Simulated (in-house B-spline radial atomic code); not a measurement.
Orbital energies and mean radii along the 19-electron series, configuration [Ar] 3d1. The effective charge is n√(-2ε), a non-relativistic measure. Computed with a radial B-spline atomic code at the basis-set limit: non-relativistic Hartree-Fock, average of the configuration, point nuclei.

This level leaves out relativity, spin-orbit splitting included, which matters for heavy ions.

| ion | Z | energy of 2p (Eh) | mean radius of 2p (bohr) | energy of 2s (Eh) | mean radius of 2s (bohr) | energy of 3s (Eh) | mean radius of 3s (bohr) | energy of 1s (Eh) | mean radius of 1s (bohr) | effective charge of 2p |
| --- | --- | --- | --- | --- | --- | --- | --- | --- | --- | --- |
| Ge13+ | 32 | -61.578 | 0.18391 | -67.485 | 0.21191 | -20.1 | 0.56838 | -420.44 | 0.047852 | 22.195 |
| As14+ | 33 | -67.225 | 0.17742 | -73.362 | 0.20475 | -22.327 | 0.54507 | -449.55 | 0.046377 | 23.191 |
| Se15+ | 34 | -73.123 | 0.17137 | -79.491 | 0.19805 | -24.666 | 0.52362 | -479.66 | 0.04499 | 24.187 |
| Br16+ | 35 | ? | ? | ? | ? | ? | ? | ? | ? | ? |
| Kr17+ | 36 | -85.674 | 0.16042 | -92.503 | 0.18587 | -29.68 | 0.48547 | -542.88 | 0.042451 | 26.18 |
| Rb18+ | 37 | -92.327 | 0.15545 | -99.386 | 0.18033 | -32.355 | 0.46843 | -576 | 0.041285 | 27.177 |
| Sr19+ | 38 | -99.23 | 0.15078 | -106.52 | 0.1751 | -35.142 | 0.45255 | -610.11 | 0.040182 | 28.175 |
| Zr21+ | 40 | ? | ? | ? | ? | ? | ? | ? | ? | ? |
| Nb22+ | 41 | ? | ? | ? | ? | ? | ? | ? | ? | ? |
| Mo23+ | 42 | -129.35 | 0.13459 | -137.57 | 0.15689 | -47.404 | 0.3986 | -756.58 | 0.036301 | 32.168 |
| Tc24+ | 43 | -137.51 | 0.13107 | -145.96 | 0.15291 | -50.748 | 0.38708 | -795.7 | 0.035445 | 33.167 |
| Ru25+ | 44 | -145.91 | 0.12773 | -154.6 | 0.14913 | -54.204 | 0.37621 | -835.82 | 0.034628 | 34.166 |
| Rh26+ | 45 | -154.57 | 0.12456 | -163.49 | 0.14553 | -57.771 | 0.36594 | -876.94 | 0.033848 | 35.165 |

Problem. Fill in the row of Br16+.

Solution. energy of 2p (Eh): -79.273; mean radius of 2p (bohr): 0.16571; energy of 2s (Eh): -85.871; mean radius of 2s (bohr): 0.19177; energy of 3s (Eh): -27.117; mean radius of 3s (bohr): 0.50382; energy of 1s (Eh): -510.77; mean radius of 1s (bohr): 0.043684; effective charge of 2p: 25.183.

Problem. Fill in the row of Zr21+.

Solution. energy of 2p (Eh): -113.79; mean radius of 2p (bohr): 0.14223; energy of 2s (Eh): -121.54; mean radius of 2s (bohr): 0.1655; energy of 3s (Eh): -41.05; mean radius of 3s (bohr): 0.42385; energy of 1s (Eh): -681.35; mean radius of 1s (bohr): 0.038143; effective charge of 2p: 30.171.

Problem. Fill in the row of Nb22+.

Solution. energy of 2p (Eh): -121.44; mean radius of 2p (bohr): 0.1383; energy of 2s (Eh): -129.43; mean radius of 2s (bohr): 0.16108; energy of 3s (Eh): -44.171; mean radius of 3s (bohr): 0.41083; energy of 1s (Eh): -718.46; mean radius of 1s (bohr): 0.037199; effective charge of 2p: 31.17.

Problem. How does the screening of 2p change?

Solution. Z less the effective charge goes from 9.80 at Z = 32 to 9.83 at Z = 45.
